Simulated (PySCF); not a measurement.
## Working out the ionisation energy of Bi²⁺

Bi²⁺ [Xe] 4f14 5d10 6s2 6p1 (2P) → Bi³⁺ [Xe] 4f14 5d10 6s2 (1S). Calculation: PySCF 2.14, in aug-cc-pVTZ-PP with one added diffuse shell each of d, f type with ECP60MDF (6s5p5d3f, 67 functions); scalar relativity through the core potential. Frozen: 5s2 5p6 5d10. Energies in hartree (1 hartree = 27.21139 eV):

| part | Bi²⁺ (lower) | Bi³⁺ (upper) |
| --- | --- | --- |
| UHF | -212.729645 | -211.882877 |
| CCSD correlation | -0.036406 | -0.027193 |
| (T) | -0.000361 | 0.000000 |

What does Hartree-Fock give?

(-211.882877) − (-212.729645) = 0.846768 hartree = 23.042 eV.

What do CCSD and CCSD(T) give?

The CCSD correlation energies differ by 0.009213 hartree = 0.251 eV and the triples by 0.000361 hartree = 0.010 eV, so CCSD gives 23.293 eV and CCSD(T) 23.303 eV.

Reference: 25.571 eV (measured; NIST Atomic Spectra Database, ionization energies), between the lowest levels; spin-orbit coupling is absent from the calculation.

What remains against the reference includes basis incompleteness, the frozen core and higher excitations.
